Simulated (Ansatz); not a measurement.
`[CH3][Sn][Cl]` and `[Cl][Sn][Br]` differ in one atom or group.

Ansatz, PBE0-D4/def2-TZVP geometries, multiplicity 1. 

Elements past krypton have def2 core potentials. Scalar relativity is left out up to krypton.

| property | `[CH3][Sn][Cl]` |
| --- | --- |
| zero-point energy (PBE0-D4/def2-TZVP) / kJ/mol | 93.7 |
| HOMO–LUMO gap (ωB97M-V/def2-TZVPP) / eV | 7.78 |
| HOMO energy (B3LYP/def2-TZVPP) / eV | -6.51 |
| size of the dipole moment (ωB97M-V/def2-TZVPP) / D | 2.93 |
| LUMO energy (B3LYP/def2-TZVPP) / eV | -2.97 |
| LUMO energy (PBE0/def2-TZVPP) / eV | -2.72 |

What does the change do to each property? (An estimate is asked.)

Computed: 
| property | `[Cl][Sn][Br]` | shift |
| --- | --- | --- |
| zero-point energy (PBE0-D4/def2-TZVP) / kJ/mol | 4.1 | -89.6 |
| HOMO–LUMO gap (ωB97M-V/def2-TZVPP) / eV | 8.44 | 0.66 |
| HOMO energy (B3LYP/def2-TZVPP) / eV | -7.66 | -1.15 |
| size of the dipole moment (ωB97M-V/def2-TZVPP) / D | 3.22 | 0.29 |
| LUMO energy (B3LYP/def2-TZVPP) / eV | -3.39 | -0.42 |
| LUMO energy (PBE0/def2-TZVPP) / eV | -3.17 | -0.45 |

With PBE0 the HOMO falls by 1.17 eV and the LUMO falls by 0.45 eV, so the gap widens by about 0.72 eV. PBE moves the HOMO by -1.15 eV and ωB97M-V by -1.12 eV. The zero-point energy changes by -89.6 kJ/mol with -9 modes. Dipoles are sizes alone; their direction can turn.

B3LYP here is the variant with VWN-RPA as its local correlation; programs differ in this.

Spin–orbit coupling is left out; it splits and shifts lone-pair levels of the heavy atoms by tenths of an eV.
